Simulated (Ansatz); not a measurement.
`[NH2][Ge]([OH])([F])[Cl]` + CH₄ → `[CH3][Ge]([NH2])([OH])[F]` + HCl  (formal exchange of groups at a Ge–Cl bond)

Gas-phase electronic energies from Ansatz, PBE0-D4/def2-TZVP geometries. CBS: MP2 limit from def2 TZ/QZ plus the TZ coupled-cluster correction, frozen cores. This one scheme is used for every species. DFT in def2-TZVPP. B3LYP here is the variant with VWN-RPA as its local correlation; programs differ in this. For Ge outer-core shells are correlated without core-valence functions, which leaves a few kJ/mol of doubt a bond. Scalar relativity is left out up to krypton. One conformer a species, not always the lowest.

```json
{"level": "PBE-D4", "ΔE (kJ/mol)": "85.0"}
{"level": "ωB97X-V", "ΔE (kJ/mol)": "84.1"}
{"level": "B2PLYP", "ΔE (kJ/mol)": "86.5"}
{"level": "B3LYP", "ΔE (kJ/mol)": "87.2"}
{"level": "MP2/def2-TZVPP", "ΔE (kJ/mol)": "82.8"}
{"level": "SCS-MP2/def2-TZVPP", "ΔE (kJ/mol)": "84.0"}
{"level": "MP2/CBS(def2)", "ΔE (kJ/mol)": "80.5"}
{"level": "CCSD/CBS(def2)", "ΔE (kJ/mol)": "77.2"}
```

(1) What does CCSD(T)/CBS give? (Best estimate.)

Largest T1 diagnostic among the species: 0.011.

Results:

(1) The calculation gave: +77.6 kJ/mol. The listed levels differ from it by 7.4, 6.5, 8.9, 9.6, 5.2, 6.4, 2.9, -0.4 kJ/mol.

In def2-TZVPP, CCSD(T) changes the Hartree–Fock value by −15.1 kJ/mol (the triples alone add +0.5 kJ/mol) and MP2 by −12.2 kJ/mol.

CCSD(T)/CBS has its own doubt, a few kJ/mol and more with outer-core shells, so smaller differences from it don't rank the levels.
